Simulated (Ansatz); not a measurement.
`CC(C)[Si]Cl` + H–F → `CC(C)[Si]F` + HCl at 700 K and 1 bar (ligand exchange at the Si–Cl bond).

Gas-phase electronic energies from Ansatz, PBE0-D4/def2-TZVP geometries. CBS: MP2 limit from def2 TZ/QZ plus the TZ coupled-cluster correction, frozen cores. This one scheme is used for every species. One conformer a species, not always the lowest.

```json
{"species": "`CC(C)[Si]Cl`", "CCSD(T)/CBS energy (Eh)": "-867.23764", "H − E (kJ/mol)": "329.0", "S (J/(mol·K))": "480.2"}
{"species": "H–F", "CCSD(T)/CBS energy (Eh)": "-100.39570", "H − E (kJ/mol)": "45.2", "S (J/(mol·K))": "198.5"}
{"species": "`CC(C)[Si]F`", "CCSD(T)/CBS energy (Eh)": "-507.26195", "H − E (kJ/mol)": "329.8", "S (J/(mol·K))": "470.6"}
{"species": "HCl", "CCSD(T)/CBS energy (Eh)": "-460.38127", "H − E (kJ/mol)": "38.4", "S (J/(mol·K))": "211.8"}
```

H − E and S are ideal-gas, rigid-rotor, harmonic terms from PBE0-D4/def2-TZVP, for one conformer and one mirror image of each species. 1 Eh = 2625.50 kJ/mol, R = 8.31446 J/(mol·K).

Q: By hand: ΔE, ΔH, ΔS and ΔG.

A: ΔE = (-507.26195) + (-460.38127) − (-867.23764) − (-100.39570) = -0.00988 Eh = -25.9 kJ/mol. Δ(H − E) = 329.8 + 38.4 − 329.0 − 45.2 = -6.0, so ΔH = -31.9 kJ/mol. ΔS = 470.6 + 211.8 − 480.2 − 198.5 = 3.7 J/(mol·K). ΔG = -31.9 − 700 × (3.7)/1000 = -34.5 kJ/mol.

Q: By hand: the equilibrium constant, and the temperature at which ΔG would vanish if ΔH and ΔS stayed fixed.

A: log₁₀ K = −ΔG/(RT ln 10) = 2.6. ΔH and −TΔS have one sign here, so there is no such temperature.

The number of gas molecules stays the same, so ΔS is small and ΔH decides. A doubt of 5 kJ/mol in ΔE shifts log₁₀ K by 0.4 here. Other conformers and mirror images would add mixing entropy, several J/(mol·K) or more a flexible species. Modes under 60 cm⁻¹, often nearly free rotors, make the harmonic entropy too high. These are equilibria of isolated gas molecules and say nothing of rates. Largest T1 diagnostic: 0.012 (customary marks: 0.02 for closed shells, 0.045 for open ones).

ΔS is within the doubt of such terms, so its sign, and with it that verdict, could turn.
